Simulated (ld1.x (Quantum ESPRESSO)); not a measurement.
# carbon (C): variants of one ultrasoft potential

Base potential:

* Element: C (Z = 6)
* Generator: ld1.x (Quantum ESPRESSO) 7.5
* Type: ultrasoft
* Functional: LDA (PZ)
* Relativity: scalar-relativistic
* Frozen core: [He]
* Valence charge: 4
* Reference configuration: 2s2 2p1 (charge +1)
* Partial waves: 2s (bound): rcut 0.70, rcutus 0.95 bohr; 2s channel at -1.05 Ry: rcut 0.70, rcutus 0.95 bohr; 2p (bound): rcut 1.10, rcutus 1.55 bohr; 2p channel at 0.7 Ry: rcut 1.10, rcutus 1.55 bohr; 3d channel at 0.5 Ry: rc 1.35 bohr
* Local potential: the d channel
* Core correction: none
* Augmentation charge: built from norm-conserving waves at rcut, not smoothed further

Cutoffs, loose and tight: the cutoffs (Ry, on a coarse ladder) from which the occupation-weighted sum of valence levels, in a spherical-Bessel basis at the reference potential, stays within 10 and 1 mRy of its value at 400 Ry. They do not see the model core or the augmentation charge, which bear on the density cutoff. Test errors are all-electron minus pseudo excitation energies from the reference, over the configurations 2s2 2p2; 2s2 2p0; 2s1 2p0; 2s2 2p2.3; 2s1 2p3; 2s2 2p1.5; 2s0 2p4 (two spin-polarised tests are not counted in the largest error). A dash means not determined; rows that change the core or the reference have their own tests.

```csv
change,outcome,"cutoff, loose","cutoff, tight",bound ghosts,largest test error (meV)
base,generated,35 Ry,45 Ry,none,+225
core correction a·sin(br)/r model core inside 0.40 bohr,generated,35 Ry,45 Ry,none,+44
core correction a·sin(br)/r model core inside 0.48 bohr,generated,35 Ry,45 Ry,none,+48
core correction a·sin(br)/r model core inside 0.56 bohr,generated,35 Ry,45 Ry,none,+56
core correction a·sin(br)/r model core inside 0.68 bohr,generated,35 Ry,45 Ry,none,+82
core correction a·sin(br)/r model core inside 0.84 bohr,generated,35 Ry,45 Ry,none,+133
core correction a·sin(br)/r model core inside 0.94 bohr,generated,35 Ry,45 Ry,none,+171
core correction a·sin(br)/r model core inside 1.06 bohr,generated,35 Ry,45 Ry,none,+201
core correction a·sin(br)/r model core inside 1.12 bohr,generated,35 Ry,45 Ry,none,+209
```

(1) What comes out with this change to the base: core correction a·sin(br)/r model core inside 0.78 bohr?

## Answers

(1) outcome: generated; cutoff, loose: 35 Ry; cutoff, tight: 45 Ry; bound ghosts: none; largest test error (meV): +110.
